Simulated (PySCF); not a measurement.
# Basis-set dependence of population analyses: CH2=CFCOOEt

Species: CH2=CFCOOEt, C5H7FO2.
Numbering: `[CH2:1]=[C:2]([F:3])[C:4](=[O:5])[O:6][CH2:7][CH3:8]` (hydrogens: H9, H10 on C1; H11, H12 on C7; H13, H14, H15 on C8)

Geometry (PBE0-D3(BJ)/def2-SVP, Å), atoms numbered from 1 in this order:
```
atom  x, y, z in Å
C1     3.2671    0.1978    0.1951
C2     2.0145    0.4626   -0.1673
F3     1.7172    1.3722   -1.0869
C4     0.8443   -0.2433    0.4365
O5     0.9474   -1.0973    1.2792
O6    -0.3053    0.1903   -0.0657
C7    -1.4859   -0.4247    0.4515
C8    -2.6712    0.1780   -0.2543
H9     3.4383   -0.5621    0.9571
H10    4.1065    0.7259   -0.2588
H11   -1.4161   -1.5133    0.2957
H12   -1.5215   -0.2619    1.5408
H13   -2.7177    1.2638   -0.0862
H14   -2.6145   -0.0002   -1.3380
H15   -3.6012   -0.2714    0.1228
```

PBE0 throughout (PySCF), one geometry, spherical d and f functions. Geometry: PBE0-D3(BJ)/def2-SVP, one conformer, isolated molecule. The first 7 of 12 kinds of atom are listed.

Mulliken charges (e):

```tsv
basis	functions	C1	C2	F3	C4	O5	O6	C7
STO-3G	47	-0.198	+0.084	-0.062	+0.225	-0.235	-0.191	-0.040
pcSseg-0	86	-0.357	+0.239	-0.345	+0.680	-0.507	-0.638	-0.171
6-31G	86	-0.378	+0.353	-0.302	+0.480	-0.422	-0.503	-0.085
6-31G*	126	-0.462	+0.389	-0.301	+0.550	-0.460	-0.458	-0.091
cc-pVDZ	147	-0.011	+0.046	-0.147	+0.244	-0.257	-0.265	+0.051
def2-SVP	147	-0.084	+0.140	-0.188	+0.236	-0.247	-0.320	+0.110
pcSseg-1	171	-0.165	+0.146	-0.249	+0.478	-0.409	-0.459	-0.011
aug-cc-pVDZ	247	+0.592	+1.053	-0.632	+0.412	-0.565	-0.547	+0.911
6-311+G(2d,p)	258	-0.397	+0.608	-0.320	+0.317	-0.455	-0.320	+0.069
def2-TZVP	290	-0.272	+0.148	-0.168	+0.290	-0.337	-0.198	-0.085
```

IAO charges (e):

```json
{"basis": "STO-3G", "functions": "47", "C1": "-0.308", "C2": "+0.093", "F3": "-0.076", "C4": "+0.241", "O5": "-0.247", "O6": "-0.178", "C7": "-0.124"}
{"basis": "pcSseg-0", "functions": "86", "C1": "-0.319", "C2": "+0.208", "F3": "-0.221", "C4": "+0.438", "O5": "-0.432", "O6": "-0.303", "C7": "-0.075"}
{"basis": "6-31G", "functions": "86", "C1": "-0.325", "C2": "+0.220", "F3": "-0.234", "C4": "+0.438", "O5": "-0.438", "O6": "-0.303", "C7": "-0.083"}
{"basis": "6-31G*", "functions": "126", "C1": "-0.325", "C2": "+0.239", "F3": "-0.245", "C4": "+0.493", "O5": "-0.462", "O6": "-0.325", "C7": "-0.050"}
{"basis": "cc-pVDZ", "functions": "147", "C1": "-0.331", "C2": "+0.240", "F3": "-0.246", "C4": "+0.488", "O5": "-0.455", "O6": "-0.323", "C7": "-0.048"}
{"basis": "def2-SVP", "functions": "147", "C1": "-0.320", "C2": "+0.238", "F3": "-0.245", "C4": "+0.485", "O5": "-0.455", "O6": "-0.321", "C7": "-0.044"}
{"basis": "pcSseg-1", "functions": "171", "C1": "-0.324", "C2": "+0.240", "F3": "-0.252", "C4": "+0.493", "O5": "-0.466", "O6": "-0.326", "C7": "-0.050"}
{"basis": "aug-cc-pVDZ", "functions": "247", "C1": "-0.332", "C2": "+0.244", "F3": "-0.258", "C4": "+0.501", "O5": "-0.473", "O6": "-0.328", "C7": "-0.053"}
{"basis": "6-311+G(2d,p)", "functions": "258", "C1": "-0.331", "C2": "+0.243", "F3": "-0.259", "C4": "+0.503", "O5": "-0.474", "O6": "-0.330", "C7": "-0.055"}
{"basis": "def2-TZVP", "functions": "290", "C1": "-0.333", "C2": "+0.246", "F3": "-0.259", "C4": "+0.506", "O5": "-0.473", "O6": "-0.331", "C7": "-0.052"}
```

Task: Which scheme is steadiest as the basis changes?

Result: Largest range over the bases for any column: IAO 0.27 e, Mulliken 1.08 e. IAO charges move least and Mulliken charges most, counted in e. Without the minimal STO-3G basis the ranges are IAO 0.07, Mulliken 1.08 e.

Task: How much do the charges still move between the two largest bases, 6-311+G(2d,p) and def2-TZVP?

Result: At most, over all atoms: Mulliken 0.460 e, IAO 0.003 e.

Task: What do the same runs give for the total energy, the frontier levels and the dipole moment?

Result: 
| basis | energy (Eh) | HOMO (eV) | LUMO (eV) | μ (D) |
| --- | --- | --- | --- | --- |
| STO-3G | -438.6751 | -4.42 | 2.17 | 1.32 |
| pcSseg-0 | -443.4921 | -8.07 | -1.44 | 0.83 |
| 6-31G | -444.3923 | -7.84 | -1.27 | 0.80 |
| 6-31G* | -444.5240 | -7.64 | -1.02 | 0.93 |
| cc-pVDZ | -444.5604 | -7.75 | -1.14 | 0.93 |
| def2-SVP | -444.2036 | -7.86 | -1.26 | 0.88 |
| pcSseg-1 | -444.4904 | -7.98 | -1.40 | 0.90 |
| aug-cc-pVDZ | -444.5916 | -7.97 | -1.48 | 0.88 |
| 6-311+G(2d,p) | -444.6702 | -7.99 | -1.49 | 0.88 |
| def2-TZVP | -444.7107 | -7.95 | -1.42 | 0.90 |

The dipole is fixed by the density alone, so its range of 0.52 D shows that the density itself changes with the basis, not only its division among atoms.
